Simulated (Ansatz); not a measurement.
TaSi₇, relaxed as a doublet with UKS PBE-D4/def2-SVP in Ansatz, starting from the GFN2-xTB geometry. Force threshold 0.03 eV/Å.

In the def2 sets Ta takes a core potential; there is no spin–orbit coupling. The structure comes from a short search, and lower isomers may exist.

Start:

```xyz
8

Ta   -2.201    0.470    2.179
Si   -0.389    2.237    1.693
Si    0.774   -2.058   -1.371
Si    0.990   -0.621   -3.062
Si   -0.533   -1.422    2.728
Si    0.230    1.952   -0.428
Si    0.924    1.582   -2.493
Si    0.205   -2.139    0.754
```

Question: Estimate the energy that the relaxation releases and the steps that it takes.

Answer: 134.1 kcal/mol, in 30 steps; 3 min on 4 threads of Arm Neoverse V1 on a shared host. No frequencies were taken in this run, so the end may be a saddle point.

Question: Does the start keep its bonding and symmetry?

Answer: Bonds formed: Ta1–Si6, Ta1–Si8, Si2–Si5, Si3–Si5, Si3–Si6, Si3–Si7, Si5–Si6, Si6–Si8 (atoms count from 1).

Question: Predict the relaxed structure.

Answer: 
```xyz
8

Ta   -1.9909    0.3268    1.8216
Si    0.0879    1.6246    2.1459
Si    0.9745   -0.9156   -0.7263
Si    1.8345   -0.7211   -2.8318
Si    0.6014   -0.6542    1.6206
Si   -0.5699    0.8850   -0.1224
Si    0.4148    1.0035   -2.2741
Si   -1.3522   -1.5490    0.3664
```
Bond lengths: 12 × Si–Si 2.28 to 2.65 Å; 4 × Si–Ta 2.46 to 2.78 Å.
